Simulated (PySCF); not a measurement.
SbHF2, SMILES [F][SbH][F].

Coordinates come from a B3LYP-D3(BJ)/def2-TZVP optimisation. The def2 effective core potentials stand for the cores of Sb; spin–orbit coupling is left out.

Computed with PBE/def2-TZVPD (PySCF).

Symmetry labels are those of the subgroup Cs that the program uses (full group Cs).

Computed valence orbital energies around the gap with their symmetry:
```csv
orbital,symmetry,energy (eV)
HOMO−7,A',-14.90
HOMO−6,A",-11.00
HOMO−5,A',-10.58
HOMO−4,A',-10.04
HOMO−3,A",-9.40
HOMO−2,A',-9.28
HOMO−1,A",-9.27
HOMO,A',-7.19
LUMO,A",-2.64
LUMO+1,A',-2.30
LUMO+2,A',-0.73
LUMO+3,A',0.62
```
